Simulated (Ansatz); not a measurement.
Relaxation of C₄H₁₁BSi (17 atoms, charge 0, multiplicity 1), to a largest force component of 0.02 eV/Å in at most 40 steps.

Level of theory: Ansatz, RKS B3LYP-D4/STO-3G.

```xyz
17
Properties=species:S:1:pos:R:3:forces:R:3
C 1.021 2.513 0.239 -2.20 1.05 -0.13
B 0.404 1.075 0.264 -0.23 -0.11 0.10
C 0.958 -0.413 0.017 6.15 3.09 1.27
C -0.185 -1.241 0.279 -6.02 -3.37 1.00
C -0.721 -2.047 -0.961 -1.10 0.96 0.52
Si -1.307 0.230 0.615 -0.37 1.24 0.82
H 0.448 3.145 -0.533 0.87 -0.87 1.05
H 0.877 3.046 1.216 -0.06 -0.43 -0.58
H 2.055 2.553 0.012 1.76 0.14 -0.52
H 1.786 -0.638 0.798 -0.81 0.44 -1.62
H 1.377 -0.516 -0.982 0.61 -0.35 -0.47
H -0.139 -1.889 1.198 0.39 0.19 -1.09
H -0.875 -1.355 -1.849 0.41 -1.00 0.91
H -0.011 -2.826 -1.155 0.75 -0.94 -0.95
H -1.705 -2.533 -0.729 0.64 0.36 -0.16
H -2.295 0.531 -0.411 -0.31 -0.29 0.44
H -1.708 0.364 2.022 -0.48 -0.12 -0.57
```

**Question.** Where does it end, and by what steps?

**Answer.** It converged. Limits of this set-up: minimal basis. After 16 steps the energy has fallen by 1.008 eV; H10 moved furthest, 0.76 Å.

```csv
step,energy less start (eV),largest force component (eV/Å),accepted
0,0.0000,6.152,yes
1,-0.8993,1.953,yes
2,-0.9770,0.400,yes
3,-0.9841,0.058,yes
4,-0.9849,0.034,yes
5,-0.9853,0.043,yes
6,-0.9859,0.027,yes
7,-0.9869,0.093,yes
8,-0.9879,0.223,yes
9,-0.9899,0.224,yes
10,-0.9936,0.288,yes
11,-0.9933,0.356,no
12,-0.9993,0.115,yes
13,-1.0035,0.177,yes
14,-1.0062,0.111,yes
15,-1.0076,0.081,yes
16,-1.0080,0.018,yes
```

```xyz
17
Properties=species:S:1:pos:R:3
C 1.147 2.525 0.490
B 0.386 1.173 0.254
C 0.923 -0.238 -0.264
C -0.285 -1.155 0.225
C -0.704 -2.274 -0.767
Si -1.397 0.371 0.500
H 0.791 3.268 -0.247
H 0.918 2.953 1.480
H 2.240 2.454 0.388
H 1.926 -0.569 0.054
H 0.939 -0.216 -1.372
H -0.012 -1.620 1.187
H -0.985 -1.851 -1.745
H 0.121 -2.988 -0.932
H -1.567 -2.840 -0.382
H -2.340 0.571 -0.582
H -2.121 0.436 1.754
```

The run took 2.6 min on 1 thread of AMD EPYC (Zen 3) (shared host), peak memory 0.14 GiB.
